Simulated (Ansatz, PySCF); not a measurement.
Si(Me)3(Cl) (C3H9ClSi), SMILES C[Si](C)(C)Cl.

Coordinates come from a PBE-D3(BJ)/def2-SVP optimisation. The isomer is the one that the SMILES or the coordinates give; other isomers of the formula were not compared.

Vertical ionisation energy (IE) and electron affinity (EA) in eV. Rows of orbital energies are one-electron estimates. Where ΔSCF, EOM or ADC give a negative EA the extra electron is unbound and the value depends on the basis.

```json
[
 {"level": "−ε(HOMO), −ε(LUMO), ωB97X/def2-TZVP (PySCF)", "IE": "10.75", "EA": "-2.73"},
 {"level": "ΔSCF, CAM-B3LYP/def2-SVPD (Ansatz), final states of multiplicity 2 and 2", "IE": "10.58", "EA": "-1.51"}
]
```

What vertical singlet–triplet gap does ΔSCF give with CAM-B3LYP/def2-SVPD (Ansatz, an electronic-structure program)? (An estimate is asked for; the answer gives what the named calculation found.)

7.88 eV (triplet above singlet where positive).
